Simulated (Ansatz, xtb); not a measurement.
C7H8Si: which of two isomers lies lower

Structure I: `CC#C[SiH]1C=CC=C1`, a singlet. Structure II: `C#CC1=CC=C[C@@H]1[SiH3]`, a singlet. Both are isolated molecules in the gas phase, relaxed with PBE0-D3(BJ)/def2-SVP.

Task: Estimate which is lower in electronic energy at CCSD(T)/def2-SVP + ΔMP2/def2-TZVPP, and by roughly how much.

Result: The CCSD(T)/def2-SVP + ΔMP2/def2-TZVPP calculation puts structure I lower, by 0.569 eV.

Level by level:

```csv
level,geometry,E(II) − E(I) (eV),departure from the last row (eV),"job, with rough time for the two"
GFN2-xTB,GFN2-xTB,−0.998,−1.567,"optimisation, 0.16 s"
HF/STO-3G,GFN2-xTB,+0.803,+0.234,"single point, 0.38 s"
r2SCAN-D4/def2-SVP,GFN2-xTB,+0.331,−0.238,"single point, 3.1 s"
PBE0-D3(BJ)/def2-SVP,PBE0-D3(BJ)/def2-SVP,+0.335,−0.234,"optimisation, 37 s"
HF/def2-SVP,PBE0-D3(BJ)/def2-SVP,+0.710,+0.141,part of the CCSD(T) run
MP2/def2-SVP,PBE0-D3(BJ)/def2-SVP,+0.236,−0.333,part of the CCSD(T) run
CCSD(T)/def2-SVP,PBE0-D3(BJ)/def2-SVP,+0.389,−0.180,single point
CCSD(T)/def2-SVP + ΔMP2/def2-TZVPP,PBE0-D3(BJ)/def2-SVP,+0.569,,"single point, 83 s"
```

As drawn, II has 2 C–C, 2 Si–H in place of 2 C–Si, 2 C–H.

GFN2-xTB puts the two in the other order. The largest departure from CCSD(T)/def2-SVP + ΔMP2/def2-TZVPP is that of GFN2-xTB, 1.567 eV. A small imaginary or near-zero mode remains, so no thermal terms are given. The last row adds to CCSD(T) the change of the MP2 difference between the two basis sets, here +0.180 eV, a large step that makes the value less sure.

The correlated steps freeze 12 core orbitals. Codes used: Ansatz 0.2.0, xtb 6.7.1; the last row on 4 threads of Arm Neoverse V2 on a shared host.
